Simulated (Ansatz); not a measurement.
Li4N⁺. Total charge 1; singlet. Geometry B3LYP-D4/def2-TZVP.

```xyz
5

Li   -1.063    0.735   -1.223
Li    1.686    0.068   -0.563
Li   -0.151    0.894    1.531
Li   -0.473   -1.696    0.254
N     0.000    0.000    0.000
```

The structure comes from a short search, and lower isomers may exist.

Task: Estimate the orbital energies around the gap (eV) in Ansatz with PBE-D4/def2-SVP, r2SCAN-D4/def2-TZVP, PBE0-D4/def2-SVP, r2SCAN0-D4/def2-TZVP, CAM-B3LYP-D4/def2-TZVP.

Result: 
```json
{"orbital": "HOMO−5", "PBE-D4/def2-SVP": "-53.13", "r2SCAN-D4/def2-TZVP": "-54.77", "PBE0-D4/def2-SVP": "-57.11", "r2SCAN0-D4/def2-TZVP": "-58.33", "CAM-B3LYP-D4/def2-TZVP": "-58.79"}
{"orbital": "HOMO−4", "PBE-D4/def2-SVP": "-53.13", "r2SCAN-D4/def2-TZVP": "-54.76", "PBE0-D4/def2-SVP": "-57.11", "r2SCAN0-D4/def2-TZVP": "-58.33", "CAM-B3LYP-D4/def2-TZVP": "-58.79"}
{"orbital": "HOMO−3", "PBE-D4/def2-SVP": "-18.00", "r2SCAN-D4/def2-TZVP": "-19.09", "PBE0-D4/def2-SVP": "-20.20", "r2SCAN0-D4/def2-TZVP": "-21.05", "CAM-B3LYP-D4/def2-TZVP": "-22.00"}
{"orbital": "HOMO−2", "PBE-D4/def2-SVP": "-7.91", "r2SCAN-D4/def2-TZVP": "-7.95", "PBE0-D4/def2-SVP": "-8.90", "r2SCAN0-D4/def2-TZVP": "-8.97", "CAM-B3LYP-D4/def2-TZVP": "-10.25"}
{"orbital": "HOMO−1", "PBE-D4/def2-SVP": "-7.91", "r2SCAN-D4/def2-TZVP": "-7.95", "PBE0-D4/def2-SVP": "-8.90", "r2SCAN0-D4/def2-TZVP": "-8.97", "CAM-B3LYP-D4/def2-TZVP": "-10.25"}
{"orbital": "HOMO", "PBE-D4/def2-SVP": "-7.91", "r2SCAN-D4/def2-TZVP": "-7.95", "PBE0-D4/def2-SVP": "-8.90", "r2SCAN0-D4/def2-TZVP": "-8.97", "CAM-B3LYP-D4/def2-TZVP": "-10.25"}
{"orbital": "LUMO", "PBE-D4/def2-SVP": "-5.26", "r2SCAN-D4/def2-TZVP": "-4.76", "PBE0-D4/def2-SVP": "-4.64", "r2SCAN0-D4/def2-TZVP": "-4.36", "CAM-B3LYP-D4/def2-TZVP": "-4.15"}
{"orbital": "LUMO+1", "PBE-D4/def2-SVP": "-4.14", "r2SCAN-D4/def2-TZVP": "-3.45", "PBE0-D4/def2-SVP": "-3.56", "r2SCAN0-D4/def2-TZVP": "-3.13", "CAM-B3LYP-D4/def2-TZVP": "-3.06"}
{"orbital": "LUMO+2", "PBE-D4/def2-SVP": "-4.14", "r2SCAN-D4/def2-TZVP": "-3.45", "PBE0-D4/def2-SVP": "-3.56", "r2SCAN0-D4/def2-TZVP": "-3.13", "CAM-B3LYP-D4/def2-TZVP": "-3.06"}
{"orbital": "LUMO+3", "PBE-D4/def2-SVP": "-4.14", "r2SCAN-D4/def2-TZVP": "-3.45", "PBE0-D4/def2-SVP": "-3.56", "r2SCAN0-D4/def2-TZVP": "-3.13", "CAM-B3LYP-D4/def2-TZVP": "-3.06"}
{"orbital": "LUMO+4", "PBE-D4/def2-SVP": "-2.97", "r2SCAN-D4/def2-TZVP": "-2.44", "PBE0-D4/def2-SVP": "-2.21", "r2SCAN0-D4/def2-TZVP": "-2.06", "CAM-B3LYP-D4/def2-TZVP": "-1.88"}
{"orbital": "LUMO+5", "PBE-D4/def2-SVP": "-2.97", "r2SCAN-D4/def2-TZVP": "-2.44", "PBE0-D4/def2-SVP": "-2.21", "r2SCAN0-D4/def2-TZVP": "-2.06", "CAM-B3LYP-D4/def2-TZVP": "-1.88"}
```
